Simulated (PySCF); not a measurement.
Molecule: SMILES C[O][Ge]([O]C)([S]C)[O]C (C4H12GeO3S). Atoms near the plane z = 0.6 Å, at the GFN2-xTB optimised geometry (x, y, z in Å): O2 (-1.5, -1.4, 1.3), Ge3 (-0.7, -0.6, 0.0), O6 (-1.4, 1.0, 0.0), S8 (1.5, -0.6, 0.0), C9 (1.8, -2.4, -0.3), H18 (-1.5, 3.0, -0.4), H19 (1.5, -3.0, 0.6), H21 (2.9, -2.5, -0.3).

Method: PySCF with CAM-B3LYP/def2-SVP. The values are rescaled to run from 0 to 1.

```
|:::::::::::::::::::::::::::::|
|:::::::::::::::::::::::::::::|
|:::::::::::::::::::::::::::::|
|:::::::::::::::::::::::::::::|
|:::::::::::::::::::::::::::::|
|:::::::::::::::::::::::::::::|
|::::::::::::---::::::::::::::|
|:::::::::::::---:::::::::::::|
|::::::::::::::---::::::::::::|
|::::::::::::::-------::::::::|
|::::::::::::::---------::::::|
|::::::::::::::-----------::::|
|:::::-:::::::------------::::|
|::::----::::-----===------:::|
|::::-----:::---==+*+=-----:::|
|:::------:::---=+#%%*=-----::|
|:::------:::--==*%@@*=-----::|
|:::-------:::--=+#%%*=-----::|
|::--------:::--==+*+==-----::|
|::---------::----===------:::|
|::---------::-----::::---::::|
|::---------:::::::..:::::::::|
|::----------:::::.  .::::::::|
|::---------::::::. ..::::::::|
|:::--------:::::::.::::::::::|
|::::------:::::::::::::::::::|
|:::::::::::::::::::::::::::::|
|:::::::::::::::::::::::::::::|
|:::::::::::::::::::::::::::::|
```
Scale: ten equal steps from 0.000 (start of ' ') to 1.00 (end of '@'), in the order ' .:-=+*#%@'; x runs from -5.00 to 5.00, y from -5.00 (bottom) to 5.00 (top).

Q: Which quantity is mapped?
A) an orbital amplitude
B) log10 of the electron density
C) Laplacian of the electron density
D) electrostatic potential

A: A, an orbital amplitude. In full: HOMO amplitude (bohr^(-3/2)).
